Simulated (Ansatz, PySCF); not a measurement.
Potential energy surface of F₄Ti, singlet: flattening of a tetrahedron along the D2d path, bond length relaxed. Scanned: the two opposite F-Ti-F angles (109.47 = tetrahedral, 180 = square planar). Other coordinates (Ti-F bond length) were minimised at PBE0/def2-TZVP.

- RKS-PBE/def2-TZVP = restricted PBE/def2-TZVP run with Ansatz (an electronic-structure program)
- PBE0/def2-TZVP, density fitting (PySCF)
- wB97X-V/def2-TZVP, density fitting (PySCF)

Energies relative to the lowest point of each profile, in kcal/mol; the last columns give the difference from wB97X-V:

```json
[
 {"a / °": "90", "RKS-PBE/def2-TZVP": "11.9", "PBE0": "12.3", "wB97X-V": "12.4", "RKS-PBE/def2-TZVP − wB97X-V": "-0.6", "PBE0 − wB97X-V": "-0.1"},
 {"a / °": "95", "RKS-PBE/def2-TZVP": "6.2", "PBE0": "6.4", "wB97X-V": "6.5", "RKS-PBE/def2-TZVP − wB97X-V": "-0.3", "PBE0 − wB97X-V": "-0.1"},
 {"a / °": "100", "RKS-PBE/def2-TZVP": "2.5", "PBE0": "2.6", "wB97X-V": "2.7", "RKS-PBE/def2-TZVP − wB97X-V": "-0.1", "PBE0 − wB97X-V": "0.0"},
 {"a / °": "105", "RKS-PBE/def2-TZVP": "0.5", "PBE0": "0.6", "wB97X-V": "0.6", "RKS-PBE/def2-TZVP − wB97X-V": "0.0", "PBE0 − wB97X-V": "0.0"},
 {"a / °": "109.47", "RKS-PBE/def2-TZVP": "0.0", "PBE0": "0.0", "wB97X-V": "0.0", "RKS-PBE/def2-TZVP − wB97X-V": "0.0", "PBE0 − wB97X-V": "0.0"},
 {"a / °": "115", "RKS-PBE/def2-TZVP": "0.8", "PBE0": "0.8", "wB97X-V": "0.8", "RKS-PBE/def2-TZVP − wB97X-V": "0.0", "PBE0 − wB97X-V": "0.0"},
 {"a / °": "120", "RKS-PBE/def2-TZVP": "2.8", "PBE0": "2.8", "wB97X-V": "2.8", "RKS-PBE/def2-TZVP − wB97X-V": "0.0", "PBE0 − wB97X-V": "0.0"},
 {"a / °": "130", "RKS-PBE/def2-TZVP": "9.7", "PBE0": "10.0", "wB97X-V": "10.1", "RKS-PBE/def2-TZVP − wB97X-V": "-0.4", "PBE0 − wB97X-V": "-0.1"},
 {"a / °": "140", "RKS-PBE/def2-TZVP": "19.8", "PBE0": "20.6", "wB97X-V": "20.7", "RKS-PBE/def2-TZVP − wB97X-V": "-0.8", "PBE0 − wB97X-V": "-0.1"},
 {"a / °": "150", "RKS-PBE/def2-TZVP": "31.7", "PBE0": "32.8", "wB97X-V": "32.9", "RKS-PBE/def2-TZVP − wB97X-V": "-1.2", "PBE0 − wB97X-V": "-0.2"},
 {"a / °": "160", "RKS-PBE/def2-TZVP": "43.1", "PBE0": "44.6", "wB97X-V": "44.8", "RKS-PBE/def2-TZVP − wB97X-V": "-1.6", "PBE0 − wB97X-V": "-0.2"},
 {"a / °": "170", "RKS-PBE/def2-TZVP": "51.5", "PBE0": "53.3", "wB97X-V": "53.5", "RKS-PBE/def2-TZVP − wB97X-V": "-1.9", "PBE0 − wB97X-V": "-0.2"},
 {"a / °": "180", "RKS-PBE/def2-TZVP": "54.7", "PBE0": "56.5", "wB97X-V": "56.7", "RKS-PBE/def2-TZVP − wB97X-V": "-2.1", "PBE0 − wB97X-V": "-0.2"}
]
```

RKS-PBE/def2-TZVP is furthest from wB97X-V at 180 (-2.1 kcal/mol, below); its mean absolute difference over the points is 0.7 kcal/mol.

PBE0 is furthest from wB97X-V at 180 (-0.2 kcal/mol, below); its mean absolute difference over the points is 0.1 kcal/mol.
